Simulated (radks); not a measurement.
Values are calculated unless marked as measured or tabulated.
Spherical quantum dot in the effective-mass picture: electrons in a parabolic well V = omega^2 r^2 / 2 with omega = 4.42, all in effective atomic units (hartree* = m*/eps^2 hartree, bohr* = eps/m* bohr), one dielectric constant everywhere. Level of theory: non-relativistic Kohn-Sham, r2SCAN, spin-polarised, spherical densities, generalised Kohn-Sham scheme (a radial shooting solver with Libxc functionals). Levels are named by radial order and angular momentum (1s, 1p, 1d, 2s, ...), and open shells are averaged over m. Results are scaled to m* = 0.472 and eps = 9.5, for which hartree* = 142.3 meV and bohr* = 1.065 nm. Each electron was tried in the lowest free levels, single moves between levels near the top were tried too, and the lowest total energy was kept; such a search can miss a lower state. At N = 1 the Hartree and exchange-correlation terms need not cancel, so that row can carry a self-interaction error.

N	open shells	2S	mu = E(N) - E(N-1) (meV)	addition energy mu(N+1) - mu(N) (meV)	rms radius (nm)
1	1s(up 1, down 0)	1	943.95	228.7	0.6205
2	none	0	1172.7	750.1	0.6398
3	1p(up 1, down 0)	1	1922.7	139.0	0.7152
4	1p(up 2, down 0)	2	2061.7	145.9	0.7551
5	1p(up 3, down 0)	3	2207.6	211.0	0.7820
6	1p(up 3, down 1)	2	2418.7	132.4	0.8044
7	1p(up 3, down 2)	1	2551.0	138.1	0.8226
8	none	0	2689.2	666.7	0.8383
9	1d(up 1, down 0)	1	3355.8	119.5	0.8674
10	1d(up 2, down 0)	2	3475.3	121.1	0.8915
11	1d(up 3, down 0)	3	3596.3	121.7	0.9121
12	1d(up 4, down 0)	4	3718.0	121.8	0.9301
13	1d(up 5, down 0)	5	3839.8	174.4	0.9462
14	1d(up 5, down 1)	4	4014.2	113.5	0.9613
15	1d(up 5, down 2)	3	4127.8	115.2	0.9751
16	1d(up 5, down 3)	2	4242.9	115.9	0.9879
17	1d(up 5, down 4)	1	4358.8	116.1	0.9998
18	none	0	4474.9	158.4	1.011
19	2s(up 1, down 0)	1	4633.3	138.2	1.022
20	none	0	4771.6	523.7	1.033
21	1f(up 1, down 0)	1	5295.3	103.6	1.047
22	1f(up 2, down 0)	2	5398.9	103.9	1.061
23	1f(up 3, down 0)	3	5502.7	103.9	1.074
24	1f(up 4, down 0)	4	5606.7	103.8	1.086
25	1f(up 5, down 0)	5	5710.5	103.6	1.097
26	1f(up 6, down 0)	6	5814.1	103.3	1.108
27	1f(up 7, down 0)	7	5917.4	144.5	1.118
28	1f(up 7, down 1)	6	6061.9	99.18	1.128
29	1f(up 7, down 2)	5	6161.1	99.53	1.138
30	1f(up 7, down 3)	4	6260.6	99.64	1.147
31	1f(up 7, down 4)	3	6360.2	99.61	1.156
32	1f(up 7, down 5)	2	6459.8	-	1.165

All shells are closed at N = 2, 8, 18, 20 (there: 1s2 1p6 1d10 2s2); the second difference of the energy has clear peaks (12 % above both neighbours; the first and last values, which can be the largest, are not judged, and half-filled shells can peak too) at N = 2, 5, 8, 13, 18, 20, 27.
